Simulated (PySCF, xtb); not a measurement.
H3OSi, SMILES [SiH2]=[OH+], charge +1.

Harmonic wavenumbers (cm⁻¹) from GFN2-xTB run with xtb at its own minimum, in rising order: 406, 415, 510, 667, 712, 1137, 2392, 2438, 3481.

Task: What does B3LYP-D3(BJ)/def2-TZVP (PySCF 2.14.0) give at its own minimum? (An estimate is asked for; the answer gives what the named calculation found.)

Result: 571, 608, 726, 735, 942, 1089, 2300, 2374, 3776. Paired by order, the mean absolute difference is 152 cm⁻¹ and the zero-point energies are 17.4 and 18.8 kcal/mol.
